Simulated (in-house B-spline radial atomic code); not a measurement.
Xe²⁴⁺. Computed with a B-spline radial atomic code. Model: all-electron spherical atom, spin shells full or empty, radial basis limit, no spin-orbit coupling: exact exchange with a local potential (Slater, KLI or optimised effective potential, whose far tail is KLI's), no correlation.

The run also made RPA and GW results, which its time includes.

The Slater potential averages the orbital exchange potentials with the orbital densities as weights, KLI adds orbital constants, and the optimised effective potential minimises the exact-exchange energy among local potentials. So their energies lie above Hartree-Fock in the order OEP, KLI, Slater. All fall off as −1/r, unlike LDA and GGA exchange.

Command:
```bash
python run_gw.py task.json out
```
Settings (lengths in bohr, energies in hartree):
```
Z                      54
electrons              30
configuration          [Ar] 3d10 4s2
hamiltonian            nr
method                 oep
lmax                   9
spin_polarised         False
box_radius             3.58
intervals              66
ion_configuration      [Ar] 3d10 4s1
```

Cost of the run: 10 s on 1 thread of Arm Neoverse N1, with other jobs on the host.

Given: hamiltonian non-relativistic; mean-field start exchange-only OEP.

Computed: energy above Hartree-Fock 8.2284 millihartree; virial ratio -E/T less 1 0.

| radius (bohr) | r times exchange potential (hartree bohr) |
| --- | --- |
| 0.000926 | -0.040933 |
| 0.00113 | ? |
| 0.00138 | -0.060871 |
| 0.00168 | -0.073966 |
| 0.00205 | -0.090006 |
| 0.00249 | -0.10889 |
| 0.00304 | -0.13216 |
| 0.00371 | -0.15992 |
| 0.00452 | -0.19251 |
| 0.00551 | -0.23073 |
| 0.00671 | -0.27443 |
| 0.00819 | -0.32407 |
| 0.00998 | -0.3776 |
| 0.0122 | -0.4339 |
| 0.0148 | -0.48591 |
| 0.0181 | -0.5312 |
| 0.022 | -0.5572 |
| 0.0269 | -0.55449 |
| 0.0328 | -0.52363 |
| 0.0399 | -0.51168 |
| 0.0487 | -0.59017 |
| 0.0594 | -0.73602 |
| 0.0724 | -0.87116 |
| 0.0882 | -0.95882 |
| 0.108 | -0.97319 |
| 0.131 | -0.90734 |
| 0.16 | -0.89556 |
| 0.195 | -1.0968 |
| 0.238 | -1.3067 |
| 0.29 | -1.3938 |
| 0.353 | ? |
| 0.43 | -1.1128 |
| 0.525 | -0.84867 |
| 0.64 | -0.91872 |
| 0.78 | -1.0138 |
| 0.951 | -1.0182 |
| 1.16 | -1.0111 |

(1) What belongs in the row 0.00113?

(2) What belongs in the row 0.353?

| occupied | level (hartree) | Hartree-Fock level (hartree) |
| --- | --- | --- |
| 1s | -1238.5 | -1252.3 |
| 2s | -211.28 | -216.6 |
| 2p | ? | ? |
| 3s | -63.745 | -65.835 |
| 3p | -59.211 | -60.9 |
| 3d | -50.899 | -52.059 |
| 4s | -29.156 | -29.155 |

(3) What belongs in the row 2p?

| empty | level (hartree) |
| --- | --- |
| 4p | -27.367 |
| 4d | -24.267 |
| 4f | -20.825 |
| 5s | ? |
| 5p | -16.153 |

(4) What belongs in the row 5s?

## Answers

(1) r times exchange potential (hartree bohr): -0.049908.

(2) r times exchange potential (hartree bohr): -1.3336.

(3) level (hartree): -200.55; Hartree-Fock level (hartree): -205.14.

(4) level (hartree): -16.992.

The highest level, 4s, differs from Hartree-Fock by -0.026 eV and the deepest, 1s, by +377 eV: a local potential can match the highest level but can't give each shell its own exchange.
